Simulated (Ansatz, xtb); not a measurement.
Relaxing a trial structure of FH4OSi2+

The starting geometry of this gas-phase triplet was built from a drawn formula by distance geometry and a force field; its bonds are those of `[OH2+][SiH2][Si]F`.

```json
{"atom": "F", "x (Å)": "-1.2369", "y (Å)": "-0.8957", "z (Å)": "1.6003"}
{"atom": "O", "x (Å)": "0.8747", "y (Å)": "-1.0006", "z (Å)": "-0.2070"}
{"atom": "Si", "x (Å)": "0.0910", "y (Å)": "-2.4385", "z (Å)": "-0.4768"}
{"atom": "Si", "x (Å)": "-1.7344", "y (Å)": "-2.2763", "z (Å)": "0.9844"}
{"atom": "H", "x (Å)": "1.7932", "y (Å)": "-1.2541", "z (Å)": "0.1112"}
{"atom": "H", "x (Å)": "0.3922", "y (Å)": "-0.4831", "z (Å)": "0.3919"}
{"atom": "H", "x (Å)": "-0.3707", "y (Å)": "-2.5024", "z (Å)": "-1.9271"}
{"atom": "H", "x (Å)": "0.9945", "y (Å)": "-3.5322", "z (Å)": "-0.1211"}
```

Problem. Where would you expect an optimisation with r2SCAN-D4/def2-SVP to take it?

Solution. It keeps its bonds, and is `[OH2+][SiH2][Si]F`. Distances that change by over a tenth: O2–Si3 (1.66 → 1.87 Å).

The energy falls by 1.00 eV over 16 steps:

| step | E − E(last) (eV) |
| --- | --- |
| 1 | 0.996 |
| 3 | 0.085 |
| 4 | 0.039 |
| 6 | 0.016 |
| 8 | 0.008 |
| 9 | 0.005 |
| 11 | 0.002 |
| 13 | 0.000 |
| 14 | 0.000 |
| 16 | 0.000 |

Final geometry (Å):

```xyz
8

F    -1.0881   -1.0468    1.8091
O     0.8233   -1.0190   -0.1231
Si   -0.0512   -2.6229   -0.5350
Si   -1.8931   -2.0474    0.7598
H     1.7874   -0.8809   -0.2095
H     0.4742   -0.5510    0.6712
H    -0.1987   -2.6303   -2.0070
H     0.9499   -3.5845   -0.0096
```

From the same start GFN2-xTB ends elsewhere, differing in O2–Si3 (2.27 against 1.87 Å here).

No frequencies were run, so the end isn't proven a minimum. Open shells are spin-unrestricted. The triplet needn't be the ground state. Run with Ansatz 0.2.0, 83 s on 2 threads of Intel(R) Xeon(R) Platinum 8259CL CPU @ 2.50GHz (Skylake/Cascade Lake), on a shared host.
